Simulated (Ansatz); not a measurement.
Basis-set extrapolation for C3H7NOSi (`C[SiH2]C1N=CO1`) (PBE0-D4/def2-TZVP geometry, frozen core, Ansatz). Multiplicity 1, RHF reference.

```tsv
	def2-TZVPP	def2-QZVPP
HF	-535.976490	-535.996631
MP2 correlation	-1.052041	-1.124983
CCSD(T) correlation	-1.140404	not run
```

Energies in hartree. Use E(X) = E(∞) + A·exp(−7.88·√X) for Hartree–Fock and E(X) = E(∞) + B·X^(−2.97) for correlation, with X = 3 and 4, and add CCSD(T) minus MP2 of the smaller set to the MP2 limit.

Question: What is the CCSD(T) energy at the basis-set limit?

Answer: HF limit: -535.996631 + (-0.020141) × 0.13774 = -535.99941. MP2 limit: -1.124983 + (-0.072942) × 0.74074 = -1.17901. Higher-order term: -1.140404 − (-1.052041) = -0.08836. Total: -537.26678 hartree, 4.08 eV below CCSD(T)/def2-TZVPP.
